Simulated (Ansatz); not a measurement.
Geometry optimisation, Ansatz, UKS PBE/def2-SVP.

Input file:

```yaml
crystal:
  periodic: [false, false, false]
  atoms:
    - { symbol: B, position_ang: [0.0, 0.0, 0.0] }
    - { symbol: Cl, position_ang: [0.0, 0.0, 2.11] }
    - { symbol: F, position_ang: [1.1431, 0.0, -0.66] }
    - { symbol: F, position_ang: [-1.1431, 0.0, -0.66] }
    - { symbol: H, position_ang: [0.0, 0.0, 3.78] }
magnetization:
  spin_polarized: true
  initial_magnetization: 1
basis:
  gaussian: { orbitals: def2-SVP }
hamiltonian:
  xc: pbe
relax:
  f_tol: 0.15
  max_steps: 25
  restrain:
    - { distance: [1, 4], at: 1.37, k: 30.0 }
    - { distance: [0, 1], at: 3.06, k: 30.0 }
```

Command:

```bash
$ ansatz run input.yaml --threads 1 --pin off --max-ram 2048MiB --backend cpu --events-out ev --progress --plain --runs-dir out
```

Where does it end, and by what steps?

It converged. The restraints hold the end off the free minimum. After 7 steps the energy has fallen by 0.067 eV (the restraints' own energy left out); Cl2 moved furthest, 0.63 Å. Parted: B1–Cl2 (2.11 → 3.06 Å).

```json
{"step": "0", "energy less start (eV)": "0.0000", "largest force component (eV/Å)": "1.819", "accepted": "yes"}
{"step": "1", "energy less start (eV)": "0.1900", "largest force component (eV/Å)": "1.970", "accepted": "yes"}
{"step": "2", "energy less start (eV)": "0.2828", "largest force component (eV/Å)": "3.563", "accepted": "yes"}
{"step": "3", "energy less start (eV)": "0.1362", "largest force component (eV/Å)": "2.592", "accepted": "yes"}
{"step": "4", "energy less start (eV)": "-0.0007", "largest force component (eV/Å)": "1.120", "accepted": "yes"}
{"step": "5", "energy less start (eV)": "-0.0584", "largest force component (eV/Å)": "1.015", "accepted": "yes"}
{"step": "6", "energy less start (eV)": "-0.0251", "largest force component (eV/Å)": "1.353", "accepted": "no"}
{"step": "7", "energy less start (eV)": "-0.0670", "largest force component (eV/Å)": "0.937", "accepted": "yes"}
```

```xyz
5
Properties=species:S:1:pos:R:3
B 0.000 -0.011 -0.320
Cl 0.000 0.014 2.741
F 1.149 0.003 -0.967
F -1.149 0.003 -0.967
H 0.000 -0.010 4.082
```

The run took 21 s on 1 thread of Arm Neoverse V1, on a shared host, peak memory 0.14 GiB.
